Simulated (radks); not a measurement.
Species: the cadmium ion Cd2+. Configuration: [Kr] 4d9 4f1 (not the ground configuration). All-electron calculation, scalar-relativistic Kohn-Sham, BLYP, spin-unpolarised, spherical densities, finite nucleus; Fermi nuclear charge, rms radius 4.6087 fm. Program: a radial shooting solver on a logarithmic mesh with Libxc functionals. Some entries of the table are withheld. Estimate them.

| orbital | occ. | eigenvalue (Ry) | <1/r> (bohr^-1) | r(max) (bohr) |
|---|---|---|---|---|
| 1s | 2 | -1952.063 | (1) | 0.01968 |
| 2s | 2 | -291.7126 | (2) | 0.1112 |
| 2p | 6 | -262.0155 | 11.11 | 0.08897 |
| 3s | 2 | -56.15470 | 4.062 | (3) |
| 3p | 6 | -46.41370 | 3.869 | 0.3171 |
| 3d | 10 | -31.15952 | 3.642 | (4) |
| 4s | 2 | -9.95661 | 1.580 | 0.7940 |
| 4p | 6 | -7.07683 | 1.428 | 0.8430 |
| 4d | 9 | -2.93200 | (5) | 0.9674 |
| 4f | 1 | -0.45264 | 0.2214 | (6) |

Answer. 
(1) 1s <1/r> (bohr^-1): 50.64
(2) 2s <1/r> (bohr^-1): 11.52
(3) 3s r(max) (bohr): 0.3239
(4) 3d r(max) (bohr): 0.2657
(5) 4d <1/r> (bohr^-1): 1.108
(6) 4f r(max) (bohr): 4.809
